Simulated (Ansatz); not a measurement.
`[F][SnH]([SiH3])[Cl]` + `OCBF` → `[F][SnH]([F])[SiH3]` + `OCBCl`  (redistribution)

Calculated with Ansatz (gas phase, PBE0-D4/def2-TZVP geometries, no zero-point term in ΔE). CCSD(T)/CBS is the MP2 limit (def2-TZVPP, def2-QZVPP) plus CCSD(T) − MP2 in def2-TZVPP, frozen cores. This one scheme is used for every species. Functionals use def2-TZVPP. def2 core potentials past Kr. For Sn outer-core shells are correlated without core-valence functions, which leaves a few kJ/mol of doubt a bond. Each species was taken in one conformer, which may not be the lowest.

Question: Is it downhill or uphill in electronic energy at CCSD(T)/CBS, and by how much? (Best estimate.)

Answer: The calculation gave: Uphill: ΔE = +18.6 kcal/mol.

Question: What do these levels give: B2PLYP, HF/def2-TZVPP, MP2/def2-TZVPP, HF/def2-QZVPP, HF/CBS(def2), CCSD/CBS(def2)? (Best estimate.)

Answer: Ansatz gave: B2PLYP 18.9, HF/def2-TZVPP 23.1, MP2/def2-TZVPP 18.8, HF/def2-QZVPP 22.8, HF/CBS(def2) 22.8, CCSD/CBS(def2) 19.3 kcal/mol.

Largest T1 diagnostic among the species: 0.014.

From PBE to PBE0 (25 % exact exchange), in def2-TZVPP and without D4, ΔE moves by +1.9 kcal/mol. In def2-TZVPP, CCSD(T) changes the Hartree–Fock value by −4.2 kcal/mol (the triples alone add −0.7 kcal/mol) and MP2 by −4.4 kcal/mol.
